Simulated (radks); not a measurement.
The numbers below are computed, except where a source is named.
All-electron atom: the sulfur ion S4+ in [Ne] 3s2. Code: a radial shooting solver on a logarithmic mesh with Libxc functionals. Model: non-relativistic Kohn-Sham, BLYP, spin-polarised, spherical densities, point nucleus.

X-ray form factor f0, the Fourier transform of the density (f0(0) = 12):

sin(theta)/lambda (1/angstrom),f0 (electrons)
0.05,11.874
0.1,11.518
0.15,10.992
0.2,10.369
0.25,9.721
0.3,9.094
0.4,7.985
0.5,7.050
0.6,6.215
0.8,4.722
1,3.522
1.25,2.507
1.5,1.922
2,1.406
